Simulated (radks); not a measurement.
Sb15+, 36 electrons, occupied as [Kr].

Method: scalar-relativistic Kohn-Sham, BLYP, spin-polarised, spherical densities, finite nucleus; Fermi nuclear charge, rms radius 4.6802 fm; computed with a radial shooting solver on a logarithmic mesh with Libxc functionals.

Energy parts (hartree):
part                        energy
total                  -6401.48555
kinetic                 6699.60033
electron-nucleus      -15001.93465
Hartree                 2059.01842
exchange-correlation    -158.16964

Orbitals (lengths in bohr, moments of r in powers of bohr; <r^-3> diverges for s and p1/2):
| orbital | occ. | eigenvalue (hartree) | <r> | <r^-3> | <1/r> |
|---|---|---|---|---|---|
| 1s | 2 | -1127.084 | 0.02842 | - | 54.32 |
| 2s | 2 | -182.8266 | 0.1226 | - | 12.42 |
| 2p | 6 | -165.5298 | 0.1071 | 5041 | 11.92 |
| 3s | 2 | -46.02675 | 0.3288 | - | 4.449 |
| 3p | 6 | -40.38716 | 0.3265 | 957.5 | 4.239 |
| 3d | 10 | -31.84466 | 0.3018 | 132.8 | 4.014 |
| 4s | 2 | -16.95971 | 0.7309 | - | 1.923 |
| 4p | 6 | -15.05183 | 0.7621 | 228.0 | 1.807 |

The highest occupied level is 4p at -409.58 eV. The electron density at the nucleus is 2.154e+05 e/bohr^3 (large components only).
